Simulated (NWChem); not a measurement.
System meant: C₂H₆BFS; SMILES CB(SC)F

Input file for NWChem:

```
start job
memory heap 200 mb stack 900 mb global 1100 mb
geometry units angstroms noautosym nocenter noautoz
  B     -0.002238     0.843982    -0.000164
  F      0.822616     1.897762     0.000146
  C     -1.560230     1.059477    -0.000587
  H     -2.031929     0.597523    -0.877872
  H     -1.811780     2.125275    -0.002203
  H     -2.031761     0.600316     0.878276
  S      0.847953    -0.763110     0.000008
  C     -0.533529    -1.974872    -0.000133
  H     -1.152913    -1.868528     0.893218
  H     -0.080262    -2.968265    -0.000148
  H     -1.152796    -1.868472    -0.893560
end
basis spherical
  * library def2-svp
end
dft
  xc m06-l
  iterations 150
end
property
  shielding 9 1 2 3 4 5 7 8 9 10
end
task dft property
```

End of the output:

```
 Vector   27  Occ=0.000000D+00  E= 6.102753D-02
              MO Center= -1.3D+00, -3.4D-01, -3.4D-04, r^2= 5.9D+00
   Bfn.  Coefficient  Atom+Function         Bfn.  Coefficient  Atom+Function
  ----- ------------  ---------------      ----- ------------  ---------------
    31      1.647999   3 C  s                78      1.131632   8 C  s
     3     -0.861072   1 B  s                44     -0.755210   4 H  s
    54     -0.755089   6 H  s                91     -0.725360   9 H  s
   101     -0.725652  11 H  s                82     -0.506737   8 C  px
    61      0.393286   7 S  s                49     -0.348396   5 H  s

 center of mass
 --------------
 x =   0.19021892 y =   0.13459439 z =  -0.00019966

 moments of inertia (a.u.)
 ------------------
         639.372483711258           2.336031615960          -0.067747021091
           2.336031615960         303.604987795639           0.003715284302
          -0.067747021091           0.003715284302         920.387760673592

     Multipole analysis of the density
     ---------------------------------

     L   x y z        total         alpha         beta         nuclear
     -   - - -        -----         -----         ----         -------
     0   0 0 0     -0.000000    -24.000000    -24.000000     48.000000

     1   1 0 0     -0.944338     -0.600299     -0.600299      0.256260
     1   0 1 0     -0.527089     -0.467150     -0.467150      0.407211
     1   0 0 1     -0.000068      0.005623      0.005623     -0.011314

     2   2 0 0    -28.630383   -100.221494   -100.221494    171.812605
     2   1 1 0     -0.030855      2.924876      2.924876     -5.880606
     2   1 0 1     -0.000733     -0.019528     -0.019528      0.038324
     2   0 2 0    -27.001934   -185.725324   -185.725324    344.448714
     2   0 1 1     -0.000051      0.002494      0.002494     -0.005038
     2   0 0 2    -27.389171    -19.298163    -19.298163     11.207154

          -----------------------------------------
          Chemical Shielding Tensors (GIAO, in ppm)
          -----------------------------------------

 ------------------------------------------------------------------------
  xm06: d2 not coded                    0
 ------------------------------------------------------------------------
 ------------------------------------------------------------------------
  current input line :
    26: task dft property
 ------------------------------------------------------------------------
 ------------------------------------------------------------------------
 This error has not yet been assigned to a category
 ------------------------------------------------------------------------
 For more information see the NWChem manual at https://nwchemgit.github.io

0: xm06: d2 not coded:Received an Error in Communication
```

### Question
Can this run be used? If not, why, and what is the fix?

### Answer
The program stopped with an error. Cause: this functional's second derivatives, which shieldings need, aren't coded here; the fix takes a hybrid GGA instead. This input runs:
```
start job
memory heap 200 mb stack 900 mb global 1100 mb
geometry units angstroms noautosym nocenter noautoz
  B     -0.002238     0.843982    -0.000164
  F      0.822616     1.897762     0.000146
  C     -1.560230     1.059477    -0.000587
  H     -2.031929     0.597523    -0.877872
  H     -1.811780     2.125275    -0.002203
  H     -2.031761     0.600316     0.878276
  S      0.847953    -0.763110     0.000008
  C     -0.533529    -1.974872    -0.000133
  H     -1.152913    -1.868528     0.893218
  H     -0.080262    -2.968265    -0.000148
  H     -1.152796    -1.868472    -0.893560
end
basis spherical
  * library def2-svp
end
dft
  xc pbe0
  iterations 150
end
property
  shielding 9 1 2 3 4 5 7 8 9 10
end
task dft property
```
It converges to -602.16033 Ha (PBE0/def2-SVP, GIAO).
